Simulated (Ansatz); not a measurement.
One group Y is varied and pulled off as a radical: Y-SnCl3. All species are isolated molecules in the gas phase. Each species was relaxed from one start; no search for lower structures was made at this level. In the def2 sets, heavy atoms carry core potentials. Strings in code marks are SMILES.

All values below come from CAM-B3LYP-D3(BJ)/def2-TZVP // PBE0-D3(BJ)/def2-SVP (Ansatz, a quantum-chemistry and plane-wave program). All candidates: neutral, multiplicity 1. 

- HOMO = -10.41 eV
- HOMO–LUMO gap = 9.17 eV
- dipole moment = 3.52 D

Task: Identify which member has these values.
(A) `[CH3][Sn]([Cl])([Cl])[Cl]`
(B) `C[CH2][Sn]([Cl])([Cl])[Cl]`
(C) `F[C](F)(F)[Sn]([Cl])([Cl])[Cl]`
(D) `FC(F)(F)[CH2][Sn]([Cl])([Cl])[Cl]`

Result: A, `[CH3][Sn]([Cl])([Cl])[Cl]`. The others give `C[CH2][Sn]([Cl])([Cl])[Cl]`: -10.02 eV, 8.82 eV, 3.92 D; `F[C](F)(F)[Sn]([Cl])([Cl])[Cl]`: -10.79 eV, 8.78 eV, 0.48 D; `FC(F)(F)[CH2][Sn]([Cl])([Cl])[Cl]`: -10.78 eV, 9.15 eV, 2.33 D
